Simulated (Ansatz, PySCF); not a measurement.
Si(Cl)3(SeH) (Cl₃HSeSi), SMILES [Si](Cl)(Cl)([SeH])Cl. Atoms are numbered in the order given.

```xyz
6

Cl    -1.0883    -0.6861    -1.6377
Si    -0.3702     0.2447     0.0395
Cl    -0.4770     2.2617    -0.3003
Cl    -1.5498    -0.2362     1.6388
Se     1.7097    -0.4294     0.5748
H      2.2448     0.0439    -0.7132
```

The structure is a stationary point at PBE0-D3(BJ)/def2-SVP. The structure was generated by enumeration, and PubChem lists no compound with its InChIKey, so it may never have been made. Other conformers were not sampled.

Two levels are set side by side: PBE-D3(BJ)/def2-SVP (Ansatz, a program for electronic structure) and PBE0-D3(BJ)/def2-SVP (Ansatz). Each level has its own optimised geometry; the coordinates shown are those of the second. Frequencies come from the Hessian of PySCF at each geometry. Differences are taken from unrounded values.

```
quantity                            PBE0-D3(BJ)
----------------------------------  -----------
mean bond length (Å)                      1.973
bond Cl1–Si2 (Å)                          2.048
bond Si2–Cl3 (Å)                          2.048
bond Si2–Cl4 (Å)                          2.045
bond Si2–Se5 (Å)                          2.251
bond Se5–H6 (Å)                           1.473
highest harmonic wavenumber (cm⁻¹)         2449
mean harmonic wavenumber (cm⁻¹)             519
zero-point energy (kcal/mol)               8.91
```

Task: What does PBE-D3(BJ) give, and how far is it from PBE0-D3(BJ)? (The exact figures need the calculation; the answer reports its results.)

Result: 
| quantity | PBE-D3(BJ) | PBE-D3(BJ) minus PBE0-D3(BJ) |
|---|---|---|
| mean bond length (Å) | 1.990 | 0.017 |
| bond Cl1–Si2 (Å) | 2.065 | 0.017 |
| bond Si2–Cl3 (Å) | 2.065 | 0.017 |
| bond Si2–Cl4 (Å) | 2.062 | 0.017 |
| bond Si2–Se5 (Å) | 2.271 | 0.020 |
| bond Se5–H6 (Å) | 1.487 | 0.014 |
| highest harmonic wavenumber (cm⁻¹) | 2352 | -97 |
| mean harmonic wavenumber (cm⁻¹) | 498 | -21 |
| zero-point energy (kcal/mol) | 8.55 | -0.37 |

GGA bonds tend to be longer and softer than those of functionals with exact exchange. Differences between two approximate levels are no errors against the true value.
